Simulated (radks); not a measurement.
Results of a calculation; reference values are marked as such.
Valence configurations of Sr (all share [Kr]). Level of theory: Dirac Kohn-Sham, LDA (Slater exchange, Perdew-Wang correlation), spin-unpolarised, spherical densities, point nucleus; open shells fill j = l - 1/2 first (a radial shooting solver on a logarithmic mesh with Libxc functionals). Energies are relative to 5s2; eigenvalues in eV.

valence          E (eV)  e(4d3/2)  e(5p1/2)  e(5s1/2)
5s2               0.000         -         -    -3.641
4d1 5s1           2.316    -1.011         -    -3.401
5s1.5 5p0.5       1.152         -    -1.649    -3.985
4d2               4.737    -0.958         -         -
5s1 5p1           2.337         -    -1.895    -4.300
4d1.5 5s0.5       3.520    -0.957         -    -3.381
4d0.5 5s0.5 5p1   3.371    -1.954    -1.802    -4.097
4d0.5 5s1.5       1.136    -1.158         -    -3.482
5p2               4.808         -    -2.319         -

NIST lists [Kr] 5s2 as the ground configuration; this level of theory agrees among the configurations tried. The energies are those of spherical spin-averaged densities, not of single terms.
